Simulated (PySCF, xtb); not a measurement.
C₂F₃, SMILES [C](F)=C(F)F (connectivity only; charge and spin as stated), charge +1, multiplicity 1.

GFN2-xTB in xtb at its own geometry gives an orbital gap of 1.18 eV.

Geometry optimised at B3LYP-D3(BJ)/def2-SVP. The spin state was assumed, not searched. The isomer is the one that the SMILES or the coordinates give; other isomers of the formula were not compared.

**Question.** What does HF/def2-TZVPD in PySCF give? (Estimate from the structure and the level; the computed values follow.)

**Answer.** gap 12.91 eV (levels -19.25 and -6.35 eV).
